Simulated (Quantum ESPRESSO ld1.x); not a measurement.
The numbers below are computed, except where a source is named.
All-electron atom: Yb2+ in [Kr] 4d10 4f14 5s2 5p5.75 6p0.25 (fractional occupations, a model configuration).

Code: ld1.x of Quantum ESPRESSO 7.5. Model: Dirac Kohn-Sham, LDA (Slater exchange, Perdew-Zunger correlation), spin-unpolarised, spherical densities, point nucleus; open shells are shared between the two j in proportion to 2j + 1.

Energy parts (eV):
total: -382764
kinetic: 425212
electron-nucleus: -949728
Hartree: 149521
exchange-correlation: -7769

Orbitals (lengths in bohr, moments of r in powers of bohr; r(max) is where P^2 peaks):
orbital       occ.  eigenvalue (eV)  r(max)      <r>
1s1/2            2       -61131.701   0.012  0.01967
2s1/2            2       -10365.850   0.071  0.08279
2p1/2            2        -9890.654   0.053  0.06874
2p3/2            4        -8844.696   0.059  0.07624
3s1/2            2        -2348.405   0.200   0.2165
3p1/2            2        -2138.404   0.188   0.2062
3p3/2            4        -1916.459   0.200   0.2203
3d3/2            4        -1558.056   0.159   0.1936
3d5/2            6        -1509.522   0.161   0.1979
4s1/2            2         -474.575   0.456   0.4881
4p1/2            2         -389.653   0.456   0.4958
4p3/2            4         -339.224   0.486   0.5285
4d3/2            4         -199.381   0.486   0.5539
4d5/2            6         -190.204   0.494   0.5655
5s1/2            2          -71.641    1.07    1.205
5p1/2      1.91667          -48.513    1.16    1.356
5p3/2      3.83333          -42.244    1.26    1.468
4f5/2            6          -20.444   0.479   0.7649
4f7/2            8          -19.118   0.486   0.7844
6p1/2    0.0833333          -11.867    3.43    3.843
6p3/2     0.166667          -11.125    3.65    4.078

The highest occupied level is 6p3/2 at -11.125 eV. Summed over all electrons, <r^2> = 39.64 bohr^2, which gives a Langevin (diamagnetic) susceptibility term of -31.4 x 10^-6 cm^3/mol.
